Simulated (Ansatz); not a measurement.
Consider the formal exchange of groups at a C–Si bond: `C#C[SiH](Cl)Cl` + `[Cl][InH][Cl]` → `C#[C][In]([Cl])[Cl]` + `Cl[SiH2]Cl`.

Calculated with Ansatz (gas phase, PBE0-D4/def2-TZVP geometries, no zero-point term in ΔE). CCSD(T)/CBS adds triple-zeta CCSD(T) − MP2 to the extrapolated MP2 energy (def2 sets, frozen cores). DFT in def2-TZVPP. Elements past krypton have def2 core potentials. For In outer-core shells are correlated without core-valence functions, which leaves a few kJ/mol of doubt a bond.

Q: Is it downhill or uphill in electronic energy at CCSD(T)/CBS, and by how much? (An estimate is asked.)

A: The calculation gave: Uphill: ΔE = +17.4 kJ/mol.

Q: What do these levels give: LDA (SPW92), revPBE-D4, BLYP-D4, PBE0-D4, r2SCANh-D4, revPBE, BLYP, r2SCAN0, LC-ωPBE, MP2/def2-SVP, MP2/def2-TZVPP, CCSD(T)/def2-TZVPP? (Best estimate.)

A: Ansatz gave: LDA (SPW92) 35.8, revPBE-D4 30.8, BLYP-D4 30.0, PBE0-D4 26.1, r2SCANh-D4 27.8, revPBE 24.2, BLYP 25.2, r2SCAN0 25.5, LC-ωPBE 19.0, MP2/def2-SVP 14.4, MP2/def2-TZVPP 14.3, CCSD(T)/def2-TZVPP 13.5 kJ/mol.

Largest T1 diagnostic among the species: 0.013.

From BLYP to BHLYP (50 % exact exchange), in def2-TZVPP and without D4, ΔE moves by −4.2 kJ/mol. The D4 term adds +3.5 kJ/mol with B3LYP and +1.8 kJ/mol with PBE0; it sums over pairs of atoms, weighted by their polarisabilities, and B3LYP, whose exchange is more repulsive, gets the larger term. At CCSD(T), def2-SVP lies −4.3 kJ/mol from the extrapolated value and def2-TZVPP −4.0 kJ/mol.

B3LYP here is the variant with VWN-RPA as its local correlation; programs differ in this.
